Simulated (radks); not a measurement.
Q: Species: the osmium ion Os3+. Configuration: [Xe] 4f14 5d5 (the NIST ground configuration). Method: Dirac Kohn-Sham, BP86, spin-unpolarised, spherical densities, finite nucleus; open shells fill j = l - 1/2 first; Fermi nuclear charge, rms radius 5.4126 fm; computed with a radial shooting solver on a logarithmic mesh with Libxc functionals. Some entries of the table are withheld. Estimate them.

orbital  occ.  eigenvalue (eV)  <r^2> (bohr^2)  <r> (bohr)
1s1/2       2              (1)       0.0004336     0.01774
2s1/2       2        -12864.93        0.006585     0.07426
2p1/2       2        -12321.82        0.004684     0.06130
2p3/2       4        -10790.12        0.005879     0.06949
3s1/2       2        -3017.088         0.04290      0.1934
3p1/2       2        -2773.327         0.03925      0.1835
3p3/2       4        -2439.334         0.04577      0.1986
3d3/2       4        -2029.701         0.03533      0.1734
3d5/2       6        -1957.360         0.03711      0.1781
4s1/2       2        -660.6343             (2)      0.4317
4p1/2       2        -558.2049          0.2162      0.4357
4p3/2       4        -479.7464          0.2505      0.4692
4d3/2       4        -311.3885          0.2696      0.4824
4d5/2       6        -296.8567          0.2823      0.4938
5s1/2       2        -121.6285           1.133       1.005
5p1/2       2         -89.9312           1.353       1.094
4f5/2       6         -83.8619          0.3756      0.5520
4f7/2       8         -81.0539          0.3870      0.5601
5p3/2       4         -77.5497           1.601       1.190
5d3/2       4              (3)           2.909       1.586
5d5/2       1              (4)           3.074       1.631
6s1/2       0         -30.3312           6.667       2.445
6p1/2       0         -23.1118             (5)       2.825
6p3/2       0         -21.3224             (6)       3.028

A: 
(1) 1s1/2 eigenvalue (eV): -73775.02
(2) 4s1/2 <r^2> (bohr^2): 0.2106
(3) 5d3/2 eigenvalue (eV): -35.5771
(4) 5d5/2 eigenvalue (eV): -34.3127
(5) 6p1/2 <r^2> (bohr^2): 8.928
(6) 6p3/2 <r^2> (bohr^2): 10.26
